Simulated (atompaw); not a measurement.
**silver (Ag) PAW (atompaw): all-electron and pseudo phase curves**

```json
{"Element": "Ag", "Generator": "atompaw 4.2.0.5", "Type": "PAW", "Functional": "PBE", "Relativity": "scalar-relativistic", "Frozen core": "[Ar] 3d10", "Valence charge": "19", "Reference configuration": "4s2 4p6 4d9 5s2 5p0", "Partial waves": "4s (bound): rc 1.20 bohr; 5s (bound): rc 1.85 bohr; 4p (bound): rc 1.70 bohr; 5p (bound, empty): rc 1.45 bohr; 4d (bound): rc 1.85 bohr; 4d channel at 0.1 Ry: rc 1.85 bohr", "Local potential": "ultrasoft scheme with l = 3 at 0.5 Ry, radius 1.30 bohr", "Core correction": "smooth core density matched at 1.80 bohr", "Augmentation charge": "sinc compensation charge, radius 1.75 bohr; PAW radius 1.85 bohr; waves and projectors: custom polynom vanderbiltortho"}
```

The phase is arctan(r·u′/u) with u = r·R(r), unwrapped; energies in Ry, scanned from -9 to 5 Ry. A pole is an energy at which the radial function vanishes at the test radius. The pseudo phase is shifted by a multiple of π to meet the all-electron one at the reference energy, and phase errors are pseudo minus all-electron; the curves can meet again beyond the range given. Levels narrower than the energy grid can be missing from the lists of poles. Where the grid stepped over a known ghost or core level, its pole and its step of π were put in at the level’s energy.

```
channel  radius (bohr)  reference energy (Ry)  poles, all-electron  poles, pseudo  unbroken range about the reference energy with phases within 0.05 rad  phase error 1 Ry above the reference energy (rad)
      s           1.86                  -0.41                -7.10    -7.10, 4.16                                                              below 1.8                                             -0.010
      p           1.86                  -0.09                -4.24   -4.24, -2.01                                                             above -2.0                                             +0.001
      d           1.86                  -0.79                 0.25           0.25                                                        the whole range                                             +0.000
```

Note: ghost state, extra bound levels that the all-electron valence spectrum of the same l lacks: p at -27.3 eV. A true bound ghost makes a file unfit for plane-wave use.

Phases in the p channel:

```tsv
E (Ry)	all-electron	pseudo
-9.00	1.366	4.508
-8.76	1.361	4.503
-8.52	1.357	4.498
-8.28	1.351	4.493
-8.04	1.346	4.488
-7.80	1.339	4.481
-7.56	1.332	4.474
-7.32	1.324	4.466
-7.08	1.314	4.456
-6.84	1.303	4.445
-6.60	1.289	4.431
-6.36	1.272	4.414
-6.12	1.249	4.391
-5.88	1.216	4.359
-5.64	1.167	4.309
-5.40	1.077	4.219
-5.16	0.865	4.008
-4.92	0.072	3.215
-4.68	-1.130	2.012
-4.44	-1.463	1.679
-4.20	-1.583	1.558
-3.96	-1.646	1.495
-3.72	-1.686	1.456
-3.48	-1.715	1.427
-3.24	-1.738	1.404
-3.00	-1.758	1.384
-2.76	-1.775	1.367
-2.52	-1.791	1.351
-2.28	-1.807	1.335
-2.04	-1.822	1.320
-1.80	-1.838	-1.838
-1.56	-1.855	-1.854
-1.32	-1.872	-1.872
-1.08	-1.891	-1.891
-0.84	-1.911	-1.911
-0.60	-1.934	-1.934
-0.36	-1.960	-1.960
-0.12	-1.988	-1.988
0.12	-2.022	-2.022
0.36	-2.061	-2.061
0.60	-2.107	-2.107
0.84	-2.164	-2.163
1.08	-2.233	-2.232
1.32	-2.319	-2.317
1.56	-2.428	-2.425
1.80	-2.567	-2.562
2.04	-2.743	-2.735
2.28	-2.959	-2.946
2.52	-3.202	-3.185
2.76	-3.449	-3.429
3.00	-3.673	-3.652
3.24	-3.859	-3.838
3.48	-4.007	-3.987
3.72	-4.122	-4.104
3.96	-4.213	-4.196
4.20	-4.286	-4.270
4.44	-4.345	-4.329
4.68	-4.393	-4.378
4.92	-4.433	-4.419
```
